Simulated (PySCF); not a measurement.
**Krypton: a sound run and one with changed settings**

Sound run: Kr²⁺ [Ar] 3d10 4s2 4p4, Kr³⁺ [Ar] 3d10 4s2 4p3. Computed with PySCF 2.14 in jorge-DZP-DKH (8s6p2d1f, 43 functions), with scalar relativity by spin-free X2C-1e. In the sound run the correlated levels freeze [Ar] 3d10. The sound run starts from symmetry-adapted Hartree-Fock orbitals and uses a fine grid where one is needed.

Changed run: a valence shell is frozen. This setting is unsound on purpose.

```tsv
species	method	sound run (hartree)	changed run (hartree)	converged
Kr²⁺	MP2	-2786.70492	-2786.68216	yes
Kr²⁺	CCSD(T)	-2786.71104	-2786.68389	yes
Kr³⁺	MP2	-2785.44442	-2785.41932	yes
Kr³⁺	CCSD(T)	-2785.45014	-2785.42007	yes
```

Ionisation energy of Kr²⁺:

```
 method  sound run (eV)  changed run (eV)
    UHF          34.148            34.148
    MP2          34.300            34.364
SCS-MP2          34.306            34.415
   CCSD          34.307            34.388
CCSD(T)          34.311            34.390
```

Freezing a valence shell removes pair correlation that changes on ionisation.

For comparison, NIST gives 35.838 ± 0.02 eV between the lowest levels.
